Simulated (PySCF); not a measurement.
WO2Cl2, SMILES [O]=[W](=[O])([Cl])[Cl], multiplicity 1.

Geometry optimised at PBE-D3(BJ)/def2-SVP. The spin state was assumed, not searched. The isomer is the one that the SMILES or the coordinates give; other isomers of the formula were not compared. The def2 effective core potentials stand for the cores of W; spin–orbit coupling is left out.

Two levels are set side by side: TDDFT-PBE/def2-SVPD (PySCF) and TDDFT-M06-2X/def2-SVPD (PySCF). Vertical, same geometry. The lowest singlet is HOMO→LUMO 97 % with PBE and HOMO→LUMO+1 81 % with the other functional; states are paired by order. Differences are taken from unrounded values.

| quantity | TDDFT-M06-2X |
|---|---|
| lowest singlet excitation (eV) | 4.82 |
| lowest triplet excitation (TDA) (eV) | 4.49 |

Q: What does TDDFT-PBE give, and how far is it from TDDFT-M06-2X? (The exact figures need the calculation; the answer reports its results.)

A: 
| quantity | TDDFT-PBE | TDDFT-PBE minus TDDFT-M06-2X |
|---|---|---|
| lowest singlet excitation (eV) | 4.17 | -0.65 |
| lowest triplet excitation (TDA) (eV) | 3.82 | -0.66 |

A lower first singlet is the usual sign of a functional without exact exchange. Differences between two approximate levels are no errors against the true value.

Rough cost on one machine, each run with all the roots and properties that it gave: TDDFT-M06-2X against TDDFT-PBE about 10 times.
